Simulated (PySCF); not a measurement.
Fine-structure interval along the 9-electron series

Calculated with PySCF 2.14 and a two-component X2C-1e Hamiltonian (Gaussian nucleus, no Breit or QED terms), each ion in its own even-tempered basis scaled to its charge; GMP2 freezes nothing and drops the highest virtual spinors. Values in cm⁻¹.

```csv
ion,configuration,GHF (screened spin-orbit),GMP2 (screened spin-orbit),GHF (bare spin-orbit)
La⁴⁸⁺,[He] 2s2 2p5,3487800,3488900,3622600
Pr⁵⁰⁺,[He] 2s2 2p5,4066900,4068000,4219300
```

(1) Fill in the row of Ce⁴⁹⁺.

Answers

(1) configuration: [He] 2s2 2p5; GHF (screened spin-orbit): 3768500; GMP2 (screened spin-orbit): 3769600; GHF (bare spin-orbit): 3911900.
